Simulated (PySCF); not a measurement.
A GIAO shielding run with PySCF 2.14 (density fitting, non-relativistic, gas phase) on SMILES NC[C@H]([SiH2]N)C(F)F, C3H10F2N2Si:

```
$ OMP_NUM_THREADS=1 python probes_run.py task.json out

{"job": {"kind": "nmr", "xc": "PBE0", "basis": "pcSseg-1"}, "charge": 0, "multiplicity": 1}
N     -2.245640     0.161619    -0.755988
C     -1.585994     0.505861     0.484470
C     -0.113896     0.080603     0.621979
Si     0.988831     0.720642    -0.810902
N      2.575613     0.713631    -0.155549
C     -0.007074    -1.418632     0.773796
F     -0.239683    -2.077139    -0.395009
F      1.252097    -1.785743     1.141568
H     -2.198232    -0.836524    -0.927152
H     -1.800601     0.629266    -1.537479
H     -1.636577     1.592342     0.590735
H     -2.174074     0.063264     1.298094
H      0.263131     0.495253     1.560783
H      0.644391     2.120381    -1.064186
H      0.751288    -0.091927    -2.011931
H      3.332446     1.066654    -0.717225
H      2.884085    -0.089162     0.371550
H     -0.698871    -1.844070     1.520789
```

Hardware: 1 thread of an Arm Neoverse N1, shared host. The job also computes population analyses, field gradients.

Q: How large is the calculation?

A: 74 electrons, 193 basis functions and 1016 auxiliary functions.

Q: How long does it take, and how much memory does it need?

A: 61 s of wall time, with 12 SCF cycles and 4 response iterations; peak memory 0.86 GiB. Times on a shared host scatter by some tens of per cent.
